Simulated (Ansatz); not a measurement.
Start from `ClBC1CO1` and change one atom or group to get `[SiH3]C1CO1`.

Ansatz, PBE0-D4/def2-TZVP geometries, multiplicity 1. Each molecule was computed in one conformer, which needn't be the lowest.

```tsv
property	`ClBC1CO1`
HOMO energy (ωB97M-V/def2-TZVPP) / eV	-10.52
size of the dipole moment (B3LYP/def2-TZVPP) / D	2.11
LUMO energy (PBE/def2-TZVPP) / eV	-2.58
HOMO–LUMO gap (PBE0/def2-TZVPP) / eV	6.49
HOMO–LUMO gap (PBE/def2-TZVPP) / eV	3.88
zero-point energy (PBE0-D4/def2-TZVP) / kJ/mol	162.8
```

**Question.** What does the change do to each property? (Estimate.)

**Answer.** Computed: 
| property | `[SiH3]C1CO1` | shift |
| --- | --- | --- |
| HOMO energy (ωB97M-V/def2-TZVPP) / eV | -10.20 | 0.32 |
| size of the dipole moment (B3LYP/def2-TZVPP) / D | 1.71 | -0.40 |
| LUMO energy (PBE/def2-TZVPP) / eV | -0.17 | 2.41 |
| HOMO–LUMO gap (PBE0/def2-TZVPP) / eV | 8.46 | 1.97 |
| HOMO–LUMO gap (PBE/def2-TZVPP) / eV | 6.04 | 2.16 |
| zero-point energy (PBE0-D4/def2-TZVP) / kJ/mol | 190.3 | 27.5 |

With PBE0 the HOMO rises by 0.30 eV and the LUMO rises by 2.28 eV, so the gap widens by about 1.98 eV. PBE moves the HOMO by 0.25 eV and ωB97M-V by 0.32 eV. The zero-point energy changes by 27.5 kJ/mol with +3 modes. Dipoles are sizes alone; their direction can turn.

B3LYP here is the variant with VWN-RPA as its local correlation; programs differ in this.
